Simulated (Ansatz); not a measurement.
One change: `[NH2][Y]([OH])[OH]` becomes `[NH2][Y]([NH2])[OH]`.

Ansatz, PBE0-D4/def2-TZVP geometries, multiplicity 1. Each molecule was computed in one conformer, which needn't be the lowest.

Elements past krypton have def2 core potentials.

```tsv
property	`[NH2][Y]([OH])[OH]`
HOMO–LUMO gap (ωB97M-V/def2-TZVPP) / eV	8.78
size of the dipole moment (ωB97M-V/def2-TZVPP) / D	0.77
HOMO–LUMO gap (PBE0/def2-TZVPP) / eV	5.22
LUMO energy (PBE/def2-TZVPP) / eV	-2.01
LUMO energy (PBE0/def2-TZVPP) / eV	-1.26
HOMO energy (ωB97M-V/def2-TZVPP) / eV	-8.84
```

Problem. What does the change do to each property? (Best estimate.)

Solution. The calculation gave: 
```tsv
property	`[NH2][Y]([NH2])[OH]`	shift
HOMO–LUMO gap (ωB97M-V/def2-TZVPP) / eV	8.81	0.03
size of the dipole moment (ωB97M-V/def2-TZVPP) / D	0.19	-0.58
HOMO–LUMO gap (PBE0/def2-TZVPP) / eV	5.21	-0.01
LUMO energy (PBE/def2-TZVPP) / eV	-1.93	0.08
LUMO energy (PBE0/def2-TZVPP) / eV	-1.20	0.06
HOMO energy (ωB97M-V/def2-TZVPP) / eV	-8.79	0.05
```

The zero-point energy changes by 29.7 kJ/mol with +3 modes. Dipoles are sizes alone; their direction can turn.
